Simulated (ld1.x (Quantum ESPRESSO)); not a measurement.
**Ranking TM potentials for Al (Z = 13)**

All share these settings but for the change named:

Al (Z = 13), norm-conserving Troullier–Martins (Kleinman–Bylander form), made with ld1.x (Quantum ESPRESSO) 7.5 (PBE, scalar-relativistic). Core [He], reference 2s2 2p6 3s2 3p1. Waves: 2s (bound): rc 0.65 bohr; 3d channel at 0.3 Ry: rc 0.65 bohr; 2p (bound): rc 0.80 bohr. Local part: the p channel. Core correction: none.

Occupied shells without a wave of their own: 3p, 3s. They enter only through the test configuration that unscreens the potential.

Test errors are all-electron minus pseudo excitation energies from the reference, over 2s2 2p6 3s2 3p0; 2s2 2p6 3s1 3p0; 2s2 2p6 3s0 3p0; 2s2 2p6 3s2 3p1.3; 2s2 2p6 3s0 3p3; 2s2 2p6 3s1 3p2; 2s2 2p6 3s2 3p0.5. None of these files shows a bound ghost.

The base gives 425.9 meV.

Of 11 variants that were run, those that failed, showed a ghost or another fault, or gave nearly equal values are left out.

A variant can come out equal or close to the base, since the largest error may sit in a test that the change hardly touches while other tests move.

(1) Rank these variants by their largest absolute test error, smallest first.
A. wave 2s (bound): rc 0.65 bohr becomes 2s (bound): rc 0.84 bohr
B. all radii scaled by about 0.80 (s 0.52, p 0.64, d 0.52 bohr)
C. non-relativistic
D. wave 2p (bound): rc 0.80 bohr becomes 2p (bound): rc 0.64 bohr

Answers

(1) D (56.1 meV), B (74.2 meV), A (258.4 meV), C (408.9 meV).
